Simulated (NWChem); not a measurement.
The numbers come from NWChem runs, not from measurements. System: C₃H₃, charge 1, spin multiplicity 3, at the geometry of a parent with another charge or spin, in a state set for the comparison that need not be this species' ground state. Its SCF solution wasn't tested for a lower state. Level: UHF/def2-TZVP.

Job file:

```
start mol
memory heap 200 mb stack 900 mb global 1100 mb
charge 1
geometry units angstroms nocenter noautoz noautosym
  C      0.023453    -1.559835     0.084090
  C      0.004836    -0.324065    -0.131401
  C     -0.021333     1.123146     0.019906
  H      0.507197     1.441101     0.943911
  H      0.507922     1.603214    -0.832243
  H     -1.056853     1.520208     0.052760
end
basis spherical
  * library def2-tzvp
end
scf
  uhf
  nopen 2
  maxiter 100
  thresh 1e-7
  semidirect memsize 60000000 filesize 0
  # guess.movecs holds the orbitals of an unrestricted PBE0 run
  vectors input guess.movecs output mol.movecs
end
task scf energy
```

Part of the output:

```
             Northwest Computational Chemistry Package (NWChem) 7.3.0
             --------------------------------------------------------

                                NWChem Input Module
                                -------------------

 Scaling coordinates for geometry "geometry" by  1.889725989
 (inverse scale =  0.529177249)

                             Geometry "geometry" -> ""
                             -------------------------

 Output coordinates in angstroms (scale by  1.889725989 to convert to a.u.)

  No.       Tag          Charge          X              Y              Z
 ---- ---------------- ---------- -------------- -------------- --------------
    1 C                    6.0000     0.02345300    -1.55983500     0.08409000
    2 C                    6.0000     0.00483600    -0.32406500    -0.13140100
    3 C                    6.0000    -0.02133300     1.12314600     0.01990600
    4 H                    1.0000     0.50719700     1.44110100     0.94391100
    5 H                    1.0000     0.50792200     1.60321400    -0.83224300
    6 H                    1.0000    -1.05685300     1.52020800     0.05276000

 Effective nuclear repulsion energy (a.u.)      52.2460273767

            Nuclear Dipole moment (a.u.)
            ----------------------------
        X                 Y               Z
 ---------------- ---------------- ----------------
     0.0000037795    -0.0000018897    -0.0000037795


 Summary of "ao basis" -> "" (spherical)
 ------------------------------------------------------------------------------
       Tag                 Description            Shells   Functions and Types
 ---------------- ------------------------------  ------  ---------------------
 *                         def2-tzvp                  on all atoms

 Summary of "ao basis" -> "ao basis" (spherical)
 ------------------------------------------------------------------------------
       Tag                 Description            Shells   Functions and Types
 ---------------- ------------------------------  ------  ---------------------
 C                         def2-tzvp                11       31   5s3p2d1f
 H                         def2-tzvp                 4        6   3s1p

                                 NWChem SCF Module
                                 -----------------

  ao basis        = "ao basis"
  functions       =   111
  atoms           =     6
  alpha electrons =    11
  beta  electrons =     9
  charge          =   1.00
  wavefunction    = UHF
  use symmetry    = F
  symmetry adapt  = F

 Summary of "ao basis" -> "ao basis" (spherical)
 ------------------------------------------------------------------------------
       Tag                 Description            Shells   Functions and Types
 ---------------- ------------------------------  ------  ---------------------
 C                         def2-tzvp                11       31   5s3p2d1f
 H                         def2-tzvp                 4        6   3s1p

 Forming initial guess at       0.1s

 Starting SCF solution at       0.1s

 ----------------------------------------------
         Quadratically convergent UHF

 Convergence threshold     :          1.000E-07
 Maximum no. of iterations :          100
 Integral*density screening:          1.000E-09
 ----------------------------------------------

              iter       energy          gnorm     gmax       time
             ----- ------------------- --------- --------- --------
                 1     -114.8723620763  4.66D-01  7.39D-02      2.1
[...]
    39      0.225781  2 C  pz                42      0.214777  2 C  pz
   101     -0.167907  5 H  s

 Vector    8  Occ=1.000000D+00  E=-8.132586D-01
              MO Center= -2.3D-01,  1.2D+00,  1.2D-02, r^2= 1.3D+00
   Bfn.  Coefficient  Atom+Function         Bfn.  Coefficient  Atom+Function
  ----- ------------  ---------------      ----- ------------  ---------------
    68      0.315057  3 C  px                71      0.283762  3 C  px
   107     -0.222611  6 H  s                106     -0.150152  6 H  s

 Vector    9  Occ=1.000000D+00  E=-6.907971D-01
              MO Center=  8.9D-02, -4.3D-02, -5.8D-02, r^2= 2.2D+00
   Bfn.  Coefficient  Atom+Function         Bfn.  Coefficient  Atom+Function
  ----- ------------  ---------------      ----- ------------  ---------------
    39      0.332423  2 C  pz                42      0.320709  2 C  pz
    70     -0.178190  3 C  pz                 8      0.173311  1 C  pz
    73     -0.164403  3 C  pz

 Vector   10  Occ=0.000000D+00  E=-2.803452D-01
              MO Center= -1.3D-02, -6.3D-01, -4.8D-02, r^2= 2.0D+00
   Bfn.  Coefficient  Atom+Function         Bfn.  Coefficient  Atom+Function
  ----- ------------  ---------------      ----- ------------  ---------------
    37      0.292060  2 C  px                40      0.288091  2 C  px
    43      0.273660  2 C  px                 6      0.208739  1 C  px
     9      0.173777  1 C  px

 Vector   11  Occ=0.000000D+00  E=-2.327863D-01
              MO Center=  3.5D-02, -2.0D+00,  1.4D-01, r^2= 1.4D+00
   Bfn.  Coefficient  Atom+Function         Bfn.  Coefficient  Atom+Function
  ----- ------------  ---------------      ----- ------------  ---------------
     5      0.913175  1 C  s                 10     -0.391563  1 C  py
    44      0.250457  2 C  py                 7     -0.240720  1 C  py
    35      0.237280  2 C  s                  3      0.192395  1 C  s
    67     -0.187311  3 C  s                 36     -0.182893  2 C  s
    34     -0.159169  2 C  s                  4     -0.155964  1 C  s

 Vector   12  Occ=0.000000D+00  E=-7.476957D-02
              MO Center=  5.5D-02, -6.6D-01,  1.9D-01, r^2= 4.3D+00
   Bfn.  Coefficient  Atom+Function         Bfn.  Coefficient  Atom+Function
  ----- ------------  ---------------      ----- ------------  ---------------
    67      2.356468  3 C  s                 96     -1.020344  4 H  s
    36     -0.793830  2 C  s                 44     -0.655301  2 C  py
    14     -0.640060  1 C  pz                 5     -0.631624  1 C  s
   108     -0.580172  6 H  s                 45      0.420634  2 C  pz
   102     -0.371567  5 H  s                  4      0.362153  1 C  s

 center of mass
 --------------
 x =   0.00200536 y =  -0.21930916 z =  -0.00790037

 moments of inertia (a.u.)
 ------------------
         192.753914032990           2.865428915552          -0.040691015972
           2.865428915552          12.684979325191           2.523347654927
          -0.040691015972           2.523347654927         191.905169814055

  Mulliken analysis of the total density
  --------------------------------------

    Atom       Charge   Shell Charges
 -----------   ------   -------------------------------------------------------
    1 C    6     5.59   0.86  1.12  0.54  0.53  0.10  1.11  1.12  0.17  0.01  0.03  0.00
    2 C    6     5.79   0.86  1.12  0.55  0.74  0.05  1.11  1.13  0.11  0.02  0.08  0.01
    3 C    6     6.31   0.85  1.12  0.47  0.67  0.13  1.26  1.41  0.33  0.02  0.04  0.00
    4 H    1     0.78   0.25  0.45  0.06  0.02
    5 H    1     0.78   0.25  0.45  0.06  0.02
    6 H    1     0.76   0.24  0.44  0.05  0.02

  Mulliken analysis of the alpha density
  --------------------------------------

    Atom       Charge   Shell Charges
 -----------   ------   -------------------------------------------------------
    1 C    6     3.86   0.43  0.55  0.36  0.38  0.07  0.93  0.97  0.15  0.00  0.01  0.00
    2 C    6     2.81   0.43  0.56  0.27  0.37  0.02  0.51  0.53  0.04  0.01  0.06  0.01
    3 C    6     3.18   0.43  0.56  0.24  0.34  0.06  0.64  0.72  0.16  0.01  0.02  0.00
    4 H    1     0.38   0.12  0.22  0.03  0.01
    5 H    1     0.38   0.12  0.22  0.03  0.01
    6 H    1     0.39   0.13  0.23  0.03  0.01

   Mulliken analysis of the beta density
   -------------------------------------

    Atom       Charge   Shell Charges
 -----------   ------   -------------------------------------------------------
    1 C    6     1.73   0.42  0.57  0.17  0.15  0.03  0.18  0.16  0.02  0.01  0.02  0.00
    2 C    6     2.97   0.43  0.56  0.28  0.37  0.03  0.59  0.61  0.07  0.01  0.03  0.00
    3 C    6     3.14   0.43  0.56  0.24  0.33  0.07  0.62  0.69  0.16  0.01  0.02  0.00
    4 H    1     0.40   0.13  0.23  0.03  0.01
    5 H    1     0.40   0.13  0.23  0.03  0.01
    6 H    1     0.36   0.12  0.21  0.03  0.01

   Mulliken analysis of the spin density
   -------------------------------------

    Atom       Charge   Shell Charges
 -----------   ------   -------------------------------------------------------
    1 C    6     2.13   0.01 -0.01  0.19  0.22  0.04  0.75  0.81  0.13 -0.00 -0.01  0.00
    2 C    6    -0.16   0.00  0.00 -0.01 -0.01 -0.00 -0.08 -0.08 -0.03  0.01  0.03  0.00
    3 C    6     0.04   0.00 -0.00  0.00  0.01 -0.00  0.02  0.02  0.00 -0.00 -0.00 -0.00
    4 H    1    -0.02  -0.01 -0.01 -0.00  0.00
    5 H    1    -0.01  -0.00 -0.01 -0.00  0.00
    6 H    1     0.03   0.01  0.02  0.00  0.00

       Multipole analysis of the density wrt the origin
       ------------------------------------------------

     L   x y z        total         alpha         beta         nuclear
     -   - - -        -----         -----         ----         -------
     0   0 0 0      1.000000    -11.000000     -9.000000     21.000000

     1   1 0 0     -0.018019     -0.029834      0.011811      0.000004
     1   0 1 0     -0.303154      3.328719     -3.631871     -0.000002
     1   0 0 1      0.045194     -0.268622      0.313820     -0.000004

     2   2 0 0    -10.616303     -9.576974     -6.889957      5.850628
     2   1 1 0     -0.228618      0.946847      0.374616     -1.550081
     2   1 0 1     -0.018462     -0.005459     -0.033526      0.020523
     2   0 2 0     -4.095586    -67.513527    -42.840725    106.258666
     2   0 1 1     -0.227669      1.128715     -0.316680     -1.039703
     2   0 0 2    -11.874189     -9.603023     -8.466182      6.195017

 Task  times  cpu:       34.4s     wall:       34.4s

 Total times  cpu:       34.4s     wall:       34.4s
```
